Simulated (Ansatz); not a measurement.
Compare A (`O[Si](O)(F)[SiH2]`•) with its isomer B (`O[SiH][SiH](O)F`•).

Computed with Ansatz on PBE0-D4/def2-TZVP structures; ΔE is electronic, products minus reactants. CCSD(T)/CBS adds triple-zeta CCSD(T) − MP2 to the extrapolated MP2 energy (def2 sets, frozen cores). DFT in def2-TZVPP. B3LYP here is the variant with VWN-RPA as its local correlation; programs differ in this. Open shells (•) are unrestricted, without spin–orbit coupling. Each species was taken in one conformer, which may not be the lowest.

A:

```xyz
9

O     1.226   -0.504   -1.261
Si    0.452   -0.237    0.154
O     1.168    1.046    0.847
F     0.626   -1.539    1.066
Si   -1.830    0.093   -0.084
H     1.069   -1.335   -1.714
H     2.111    1.164    0.709
H    -2.618    0.029    1.174
H    -2.205    1.282   -0.892
```

B:

```xyz
9

O    -0.8503    1.5948   -0.4710
Si    0.7155    1.0255   -0.5343
Si    0.4891   -1.0488    0.5436
O    -0.8734   -0.9159    1.4362
F     0.3673   -2.2407   -0.5196
H    -1.0955    2.3098   -1.0610
H     1.2002    1.0177   -1.9511
H     1.5874   -1.4327    1.4545
H    -1.5404   -0.3097    1.1026
```

(1) Which isomer does CCSD(T)/CBS put lower? Give the gap. (Best estimate.)

(2) Give E(B) − E(A) in kJ/mol with PBE0-D4, CCSD/def2-TZVPP, B3LYP, B2PLYP, MP2/def2-TZVPP, B3LYP-D4, ωB97M-V. (Best estimate.)

Largest T1 diagnostic: 0.015.

Answers

(1) The calculation gave: A, by 47.0 kJ/mol.

(2) Ansatz gave: PBE0-D4 45.2, CCSD/def2-TZVPP 50.5, B3LYP 40.2, B2PLYP 43.3, MP2/def2-TZVPP 48.6, B3LYP-D4 41.1, ωB97M-V 44.9. None reverses the order clearly.

From PBE to PBE0 (25 % exact exchange), in def2-TZVPP and without D4, E(B) − E(A) moves by +6.4 kJ/mol.
